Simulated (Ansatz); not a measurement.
Born–Oppenheimer molecular dynamics of a periodic cell of 15 atoms, LiH$_{9}$O$_{5}$ (contents 4 H2O + 1 Li + 1 OH, density as packed 0.75 g/cm³ with natural masses). It starts from a partly relaxed structure (largest force component 0.47 eV/Å).

The calculation used Ansatz 0.2.0, DFT PBE-D3(BJ), scalar-relativistic, plane waves, PAW. Settings: accuracy low, cutoff 420 eV, k mesh 1x1x1, fermi-dirac smearing 0.02 eV, no spin polarisation.

```
ensemble        : NVT, Langevin thermostat
time step       : 0.5 fs
steps asked     : 300
set temperature : 500 K
friction        : 0.02 /fs
masses          : H 2.014 u
seed            : 706249
```

Frames 10 fs apart, positions in Å, forces in eV/Å.

Velocities at 5.0 fs (Å/ps):

```
O 6.92 -2.51 6.40
H -6.85 -4.56 -3.83
H 18.59 -19.34 5.01
O -4.33 2.27 1.96
H 2.45 23.39 -5.29
H -3.87 27.15 -4.21
O -4.84 -6.26 0.25
H 0.91 -5.44 5.36
H 2.63 8.87 -15.72
O 0.74 7.78 -1.39
H -8.92 0.52 15.76
H 5.98 5.28 -2.81
Li 7.45 -11.02 -2.05
O -5.39 -6.41 -2.91
H 27.15 21.00 -5.28
```

```xyz
15
Lattice="5.9740 0.0000 0.0000 0.0000 5.9740 0.0000 0.0000 0.0000 5.9740" Properties=species:S:1:pos:R:3:forces:R:3 time_fs=5.0 energy_less_start_eV=0.204 T=398
O 4.886 1.139 3.113 0.57 0.60 0.13
H 5.504 1.782 3.535 -0.38 -0.35 -0.21
H 5.091 1.324 2.181 -0.13 -0.11 -0.09
O 6.070 0.054 5.776 0.68 -1.28 0.77
H 5.425 0.689 5.438 -0.46 -0.49 0.15
H 5.650 -0.649 6.421 -0.23 1.42 -1.25
O 0.921 3.892 2.837 -0.81 0.12 -0.36
H 1.487 3.829 2.028 0.49 -0.04 -0.25
H 0.050 3.993 2.352 0.27 0.00 0.67
O 4.483 4.362 1.311 -0.55 -0.20 0.09
H 3.557 4.019 0.875 0.40 0.53 -0.17
H 4.165 5.018 1.953 0.02 0.03 0.05
Li 1.389 -1.300 4.679 -0.32 0.13 0.06
O 2.156 3.884 0.183 0.39 -1.50 0.02
H 2.134 2.912 -0.045 0.07 1.16 0.41
15
Lattice="5.9740 0.0000 0.0000 0.0000 5.9740 0.0000 0.0000 0.0000 5.9740" Properties=species:S:1:pos:R:3:forces:R:3 time_fs=15.0 energy_less_start_eV=0.450 T=353
O 4.930 1.119 3.188 1.11 1.07 -0.20
H 5.555 1.839 3.510 -0.84 -0.82 -0.42
H 5.234 1.079 2.254 -0.16 0.04 0.30
O 6.087 0.094 5.763 0.11 -2.34 1.98
H 5.479 0.718 5.424 -1.12 1.28 -1.08
H 5.451 -0.486 6.373 1.26 0.52 -1.33
O 0.875 3.842 2.772 1.24 -0.12 0.01
H 1.485 3.739 1.948 -0.90 0.22 0.39
H 0.025 4.117 2.394 -0.21 -0.14 -0.37
O 4.479 4.430 1.284 0.97 1.08 1.15
H 3.580 4.151 0.978 -1.18 -0.14 -0.87
H 4.296 5.128 1.951 -0.21 -0.40 -0.16
Li 1.438 -1.356 4.662 -0.54 0.11 -0.09
O 2.090 3.856 0.161 1.30 -2.78 0.22
H 2.368 2.873 -0.027 -0.82 2.42 0.46
15
Lattice="5.9740 0.0000 0.0000 0.0000 5.9740 0.0000 0.0000 0.0000 5.9740" Properties=species:S:1:pos:R:3:forces:R:3 time_fs=25.0 energy_less_start_eV=0.216 T=413
O 4.982 1.095 3.239 0.42 0.77 0.21
H 5.523 1.899 3.461 -0.46 -0.53 -0.50
H 5.341 0.841 2.372 0.22 0.18 -0.03
O 6.119 0.093 5.747 2.39 -1.01 0.48
H 5.642 0.741 5.284 -1.22 1.35 -1.32
H 5.473 -0.461 6.197 -0.84 -0.81 0.55
O 0.855 3.861 2.739 0.20 0.08 -0.08
H 1.346 3.771 1.863 0.38 -0.03 0.05
H -0.004 4.123 2.356 -0.43 -0.07 0.12
O 4.478 4.545 1.291 -0.79 -0.54 -0.56
H 3.524 4.279 0.928 0.48 0.12 -0.16
H 4.274 5.239 1.913 -0.45 0.59 0.66
Li 1.425 -1.388 4.637 -0.40 0.07 -0.03
O 2.084 3.830 0.154 1.44 -1.81 0.62
H 2.477 2.896 0.098 -0.93 1.64 -0.02
15
Lattice="5.9740 0.0000 0.0000 0.0000 5.9740 0.0000 0.0000 0.0000 5.9740" Properties=species:S:1:pos:R:3:forces:R:3 time_fs=35.0 energy_less_start_eV=0.094 T=433
O 5.050 1.116 3.247 0.26 0.26 -0.29
H 5.455 1.990 3.423 -0.09 -0.16 -0.29
H 5.505 0.828 2.424 -0.04 0.15 0.38
O 6.141 0.079 5.727 -0.22 0.09 -0.90
H 5.645 0.677 5.103 0.42 -0.82 0.38
H 5.452 -0.551 6.089 0.16 0.45 0.30
O 0.812 3.906 2.760 0.95 -0.23 -0.69
H 1.327 3.833 1.859 -0.26 0.15 0.74
H -0.097 3.941 2.424 -0.58 0.33 -0.27
O 4.441 4.682 1.284 -1.02 -1.28 -1.41
H 3.538 4.403 0.768 0.57 -0.27 0.38
H 4.076 5.353 1.837 -0.39 1.17 1.01
Li 1.307 -1.402 4.602 -0.02 -0.05 0.42
O 2.115 3.799 0.162 -0.73 3.52 0.25
H 2.421 2.943 0.211 1.01 -3.30 0.00
15
Lattice="5.9740 0.0000 0.0000 0.0000 5.9740 0.0000 0.0000 0.0000 5.9740" Properties=species:S:1:pos:R:3:forces:R:3 time_fs=45.0 energy_less_start_eV=0.152 T=526
O 5.126 1.190 3.287 -0.10 -2.43 -1.15
H 5.368 2.091 3.320 0.60 1.91 0.12
H 5.615 0.848 2.484 -0.44 0.39 0.94
O 6.168 0.051 5.695 -1.48 -0.06 -2.08
H 5.585 0.433 4.914 1.35 -0.58 1.65
H 5.528 -0.575 6.167 0.28 0.68 0.00
O 0.777 3.944 2.791 -0.60 -0.28 0.08
H 1.316 3.829 1.954 0.09 0.13 -0.38
H -0.157 3.845 2.478 0.53 0.57 -0.24
O 4.364 4.785 1.232 0.93 0.85 1.35
H 3.580 4.413 0.756 -1.55 -0.49 -0.50
H 4.019 5.519 1.798 0.12 -0.67 -0.60
Li 1.180 -1.447 4.603 0.39 -0.04 0.80
O 2.145 3.807 0.173 -0.75 2.80 0.11
H 2.382 2.918 0.179 0.63 -2.78 -0.12
15
Lattice="5.9740 0.0000 0.0000 0.0000 5.9740 0.0000 0.0000 0.0000 5.9740" Properties=species:S:1:pos:R:3:forces:R:3 time_fs=55.0 energy_less_start_eV=0.039 T=510
O 5.161 1.274 3.286 -0.18 -1.29 -0.18
H 5.349 2.201 3.204 0.27 1.07 0.08
H 5.766 0.882 2.630 -0.10 -0.05 -0.03
O 6.203 -0.011 5.658 0.44 -1.22 0.72
H 5.681 0.226 4.892 -0.77 0.83 -0.55
H 5.558 -0.507 6.285 0.04 0.59 -0.59
O 0.728 3.977 2.832 -1.26 -0.09 -0.63
H 1.297 3.897 2.023 0.26 -0.06 -0.24
H -0.193 4.001 2.412 0.86 0.50 0.29
O 4.281 4.900 1.177 -1.60 0.95 1.15
H 3.365 4.364 0.692 0.29 0.27 0.22
H 3.861 5.674 1.716 0.99 -1.79 -1.28
Li 1.119 -1.523 4.656 0.43 0.07 0.72
O 2.186 3.793 0.161 0.45 -1.46 -0.02
H 2.341 2.803 0.037 -0.11 1.67 0.34
15
Lattice="5.9740 0.0000 0.0000 0.0000 5.9740 0.0000 0.0000 0.0000 5.9740" Properties=species:S:1:pos:R:3:forces:R:3 time_fs=65.0 energy_less_start_eV=0.066 T=489
O 5.225 1.331 3.277 -0.91 1.93 0.64
H 5.455 2.296 3.126 -0.32 -1.04 0.28
H 5.916 0.923 2.790 1.25 -0.95 -1.00
O 6.250 -0.078 5.657 0.95 -0.33 0.27
H 5.674 0.281 5.005 -0.69 1.36 -1.77
H 5.543 -0.274 6.295 -0.67 -0.86 1.14
O 0.669 4.018 2.815 1.65 -0.32 0.47
H 1.364 4.011 2.088 -0.49 -0.28 0.11
H -0.097 4.399 2.402 -1.36 0.51 -0.89
O 4.154 4.954 1.151 -0.06 0.63 0.24
H 3.328 4.461 0.595 0.22 -0.29 0.44
H 3.725 5.705 1.614 0.25 -0.39 -0.21
Li 1.049 -1.589 4.790 0.31 0.02 0.20
O 2.210 3.795 0.144 -0.25 -1.74 -0.68
H 2.336 2.819 -0.098 0.11 1.76 0.76
15
Lattice="5.9740 0.0000 0.0000 0.0000 5.9740 0.0000 0.0000 0.0000 5.9740" Properties=species:S:1:pos:R:3:forces:R:3 time_fs=75.0 energy_less_start_eV=0.143 T=499
O 5.269 1.361 3.259 -0.62 2.36 0.57
H 5.420 2.376 3.134 0.00 -2.19 0.01
H 6.006 0.943 2.821 0.74 -0.07 -0.55
O 6.248 -0.117 5.664 -1.49 1.25 -0.08
H 5.821 0.570 5.045 0.52 -1.04 0.86
H 5.513 -0.328 6.353 0.19 0.08 -1.05
O 0.632 4.058 2.793 -0.87 0.86 0.55
H 1.349 4.018 2.146 0.71 -0.42 -0.82
H 0.004 4.688 2.355 0.01 -0.76 0.30
O 4.043 5.025 1.126 1.60 0.59 0.43
H 3.252 4.566 0.605 -0.29 -0.72 -0.10
H 3.673 5.786 1.575 -0.21 0.49 0.32
Li 0.999 -1.635 4.973 0.08 0.04 -0.50
O 2.222 3.796 0.149 -0.52 -0.72 -0.29
H 2.504 2.898 -0.103 0.16 0.25 0.37
15
Lattice="5.9740 0.0000 0.0000 0.0000 5.9740 0.0000 0.0000 0.0000 5.9740" Properties=species:S:1:pos:R:3:forces:R:3 time_fs=85.0 energy_less_start_eV=0.200 T=371
O 5.290 1.353 3.263 0.72 0.47 -0.23
H 5.388 2.296 3.026 -0.45 0.42 0.25
H 6.111 1.079 2.810 -0.15 -0.64 0.06
O 6.161 -0.124 5.631 -1.00 1.46 -0.26
H 5.970 0.721 5.069 -0.12 -2.01 1.09
H 5.327 -0.361 6.216 0.28 0.73 -0.68
O 0.620 4.106 2.761 -0.61 0.39 0.50
H 1.315 3.864 2.110 -0.29 0.38 -0.49
H -0.060 4.715 2.345 0.74 -0.93 0.03
O 4.008 5.148 1.151 0.38 -0.45 -0.54
H 3.154 4.562 0.614 0.53 -0.20 0.32
H 3.514 5.843 1.584 0.02 0.63 0.41
Li 0.956 -1.671 5.059 -0.05 0.21 -0.72
O 2.243 3.791 0.166 -1.53 2.36 0.74
H 2.643 2.991 -0.019 1.53 -2.83 -0.48
15
Lattice="5.9740 0.0000 0.0000 0.0000 5.9740 0.0000 0.0000 0.0000 5.9740" Properties=species:S:1:pos:R:3:forces:R:3 time_fs=95.0 energy_less_start_eV=0.237 T=491
O 5.307 1.334 3.229 1.57 -2.51 0.27
H 5.302 2.220 2.960 -0.30 2.84 -0.59
H 6.202 1.078 2.855 -1.23 -0.12 0.48
O 6.055 -0.141 5.647 -1.49 1.19 -0.27
H 5.888 0.681 5.128 0.70 -0.37 -0.38
H 5.088 -0.198 5.976 0.54 -0.82 0.91
O 0.606 4.128 2.788 0.16 -0.18 -1.59
H 1.169 3.792 1.999 -0.29 0.50 1.03
H -0.088 4.631 2.277 0.07 -0.24 0.59
O 3.978 5.256 1.207 -0.60 -0.76 -0.51
H 3.151 4.503 0.785 0.42 0.70 0.01
H 3.417 5.938 1.604 0.24 0.10 0.16
Li 0.841 -1.683 5.018 0.57 -0.08 -0.29
O 2.230 3.751 0.240 -0.54 0.44 0.34
H 2.741 2.956 0.102 0.18 -0.70 -0.14
15
Lattice="5.9740 0.0000 0.0000 0.0000 5.9740 0.0000 0.0000 0.0000 5.9740" Properties=species:S:1:pos:R:3:forces:R:3 time_fs=105.0 energy_less_start_eV=0.186 T=413
O 5.343 1.338 3.225 0.61 -0.17 -0.03
H 5.217 2.280 2.974 0.69 -0.55 -0.03
H 6.226 1.022 2.878 -1.22 0.82 0.08
O 5.927 -0.140 5.658 -0.03 -2.01 1.06
H 5.995 0.596 5.070 -0.74 1.20 -0.86
H 4.999 -0.292 6.069 0.55 0.70 -0.11
O 0.605 4.099 2.781 -0.14 -0.06 -0.73
H 1.152 3.794 1.986 0.16 0.22 0.36
H -0.148 4.532 2.314 0.00 0.08 0.31
O 3.888 5.314 1.253 0.04 0.27 0.44
H 3.181 4.577 0.964 -0.29 0.29 -0.44
H 3.409 6.045 1.707 0.50 -0.67 -0.34
Li 0.755 -1.728 4.924 0.74 -0.01 0.21
O 2.212 3.696 0.309 0.24 -1.73 0.06
H 2.709 2.812 0.258 -1.09 1.62 0.02
15
Lattice="5.9740 0.0000 0.0000 0.0000 5.9740 0.0000 0.0000 0.0000 5.9740" Properties=species:S:1:pos:R:3:forces:R:3 time_fs=115.0 energy_less_start_eV=0.130 T=521
O 5.385 1.339 3.286 0.61 0.27 -0.54
H 5.311 2.279 2.983 0.30 -0.64 0.23
H 6.195 1.018 2.808 -0.82 0.39 0.27
O 5.848 -0.170 5.683 1.02 -0.44 -0.71
H 5.785 0.462 4.940 -0.48 0.22 0.20
H 5.008 -0.172 6.219 -0.33 -0.13 -0.02
O 0.589 4.040 2.763 -0.23 -0.16 1.89
H 1.271 3.889 2.074 0.05 0.10 -1.28
H -0.184 4.537 2.458 -0.01 0.17 -0.86
O 3.884 5.370 1.280 -0.89 0.26 0.59
H 3.094 4.723 0.971 0.60 -0.34 -0.31
H 3.457 6.107 1.766 0.42 -0.40 -0.18
Li 0.730 -1.827 4.830 0.57 0.20 0.67
O 2.204 3.657 0.381 -0.71 -0.49 0.06
H 2.494 2.713 0.417 -0.10 0.99 -0.01
```

Of the whole run (150 fs, mean temperature of the second half 509 K): A run of 0.15 ps of so small a system gives no equilibrium averages. Limits of this set-up: coarse k mesh, low accuracy level.

Time of the run: 3.5 min on 1 CPU thread of a shared host.
